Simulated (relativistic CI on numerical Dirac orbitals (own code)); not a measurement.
## Co6+: calculation against measurement

Computed by Dirac-Coulomb-Breit CI, separate exchange-only KLI orbitals for each configuration, a model potential for QED, valence Slater integrals scaled by 0.9, configuration energies shifted to the measured levels that pair with them (semi-empirical) (own radial code, finite nucleus).

Configurations in the expansion (outside the closed core [Ne]): 3s2 3p6 3d3, 3s2 3p6 3d2 4p, 3s2 3p5 3d4, 3s2 3p6 3d2 4s, 3s2 3p4 3d5, 3s 3p6 3d4, 3s2 3p6 3d2 4d, 3s2 3p6 3d2 5s, 3s2 3p6 3d2 4f, 3s2 3p6 3d2 5p, 3s2 3p6 3d2 5d, 3s2 3p6 3d 4s2, 3p6 3d5, 3s2 3p6 3d2 5f, 3s2 3p6 3d2 5g, 3s2 3p6 3d 4s 4p, 3s2 3p5 3d3 4s, 3s2 3p5 3d3 4p, 3s2 3p6 3d 4p2, 3s2 3p6 3d 4s 4d, 3s 3p5 3d5, 3s2 3p5 3d3 4d, 3s2 3p6 3d 4p 4d, 3s2 3p5 3d3 5s, 3s2 3p5 3d3 4f. Levels of other configurations are missing.

```tsv
Configuration	Term (tabulated)	J	Measured (cm⁻¹)	Computed	Error	Purity (%)
3s2 3p6 3d3	4F	3/2	0.0	0	0	98
3s2 3p6 3d3	4F	5/2	698.0	692	-6	98
3s2 3p6 3d3	4F	7/2	1610.0	1597	-13	98
3s2 3p6 3d3	4F	9/2	2723.0	2671	-52	98
3s2 3p6 3d3	4P	1/2	21096.0	20406	-690	97
3s2 3p6 3d3	4P	3/2	21304.0	20625	-679	94
3s2 3p6 3d3	4P	5/2	22187.0	21578	-609	98
3s2 3p6 3d2 4p	4G°	5/2	445761.0	445248	-513	85
3s2 3p6 3d2 4p	4F°	3/2	446966.0	446218	-748	90
3s2 3p6 3d2 4p	4G°	7/2	447314.0	446814	-500	82
3s2 3p6 3d2 4p	4F°	5/2	448051.0	447272	-779	88
3s2 3p6 3d2 4p	4G°	9/2	449305.0	448674	-631	75
3s2 3p6 3d2 4p	4F°	7/2	449440.0	448727	-713	68
3s2 3p6 3d2 4p	4F°	9/2	450989.0	450063	-926	73
3s2 3p6 3d2 4p	4D°	1/2	451559.0	451559	0	83
3s2 3p6 3d2 4p	4S°	3/2	465290.0	465709	419	80
3s2 3p6 3d2 4p	4D°	3/2	470375.0	471798	1423	90
3s2 3p6 3d2 4p	4D°	5/2	471880.0	472995	1115	72
3s2 3p6 3d2 4p	4D°	7/2	474067.0	474799	732	67
3s2 3p6 3d2 4p	4P°	1/2	474575.0	476546	1971	76
3s2 3p6 3d2 4p	4P°	3/2	475156.0	477385	2229	69
3s2 3p6 3d2 4p	4P°	5/2	476592.0	479585	2993	80
```

Measured levels from Sugar and Corliss, J. Phys. Chem. Ref. Data 10, 1097 (1981); pairs were made by configuration, J and term (by order where the table uses no LS term), so strongly mixed levels may be paired wrongly. Some J values or terms of the table were assigned by a fit.

Mean error by configuration (cm⁻¹): 3s2 3p6 3d3 -342; 3s2 3p6 3d2 4p 405. Over the excited levels the mean absolute error is 845 cm⁻¹ (21 of the 24 excited levels that our extract of the source holds in range could be paired, and the others can miss by more), and the median relative error of those above 1,000 cm⁻¹ is 0.22 %, both after the shifts were fitted to these levels, so that a configuration with one level shows no error. Some levels of the ground configuration have no partner.

Configurations whose levels could be paired with our table of measured levels were shifted onto them, all but the ground configuration, by the median error of their levels; single terms can still be off by 1,000 to 2,000 cm⁻¹ or more, and rates follow the energies as ν³ (E1, M1) or ν⁵ (E2). The others borrow a shift and can be off by several thousand cm⁻¹ or more. 21 of the 24 excited levels that our extract of the measured tables holds in this range could be paired (the sources list more); they are missed by 845 cm⁻¹ on average and 2993 at most, after the shifts were fitted to these levels, and levels without a partner can miss by more. Some levels of the ground configuration have no partner and can miss by 10 % or more.

Shifts applied (cm⁻¹): 3s2 3p6 3d3 0; 3s2 3p6 3d2 4p -20682.
